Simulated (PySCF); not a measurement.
## AsC: from constants to spectrum

ROHF-CCSD(T) constants of AsC, ²Σ⁺ (doublet), unpaired electrons σ ↑ (PySCF, scalar-relativistic core potentials, basis sets As aug-cc-pVDZ-PP with ECP10, C aug-cc-pVDZ; masses 74.9216 and 12.0000 u):

- ωe: 985.5 cm⁻¹
- ωexe: 5.33 cm⁻¹
- Be: 0.56024 cm⁻¹
- αe: 0.00398 cm⁻¹
- D (centrifugal): 7.24e-07 cm⁻¹
- De to As + C: 3.87 eV

(1) Give the vibrational terms G(v) and spacings up to v = 6.

(2) How well does the Morse estimate ωe²/(4ωexe) reproduce De, and what is D0?

Correlated steps freeze 5 core orbitals. Correlated levels converge slowly with the basis: in double zeta they bind strong bonds too weakly, by up to about 1 eV, and carry superposition errors of some tenths. Spin–orbit coupling is left out. The state was picked by a PBE0 search and need not be the measured ground state.

Answers

(1) G(v) = ωe(v+½) − ωexe(v+½)².

```tsv
v	G(v) (cm⁻¹)	G(v) − G(v−1)	Bv (cm⁻¹)
0	491.4		0.5582
1	1466.3	974.8	0.5543
2	2430.4	964.2	0.5503
3	3384.0	953.5	0.5463
4	4326.8	942.9	0.5423
5	5259.0	932.2	0.5383
6	6180.6	921.5	0.5344
```

(2) It gives 5.65 eV, 146 % of the computed De. D0 = De − G(0) = 3.87 − 0.06 = 3.81 eV.
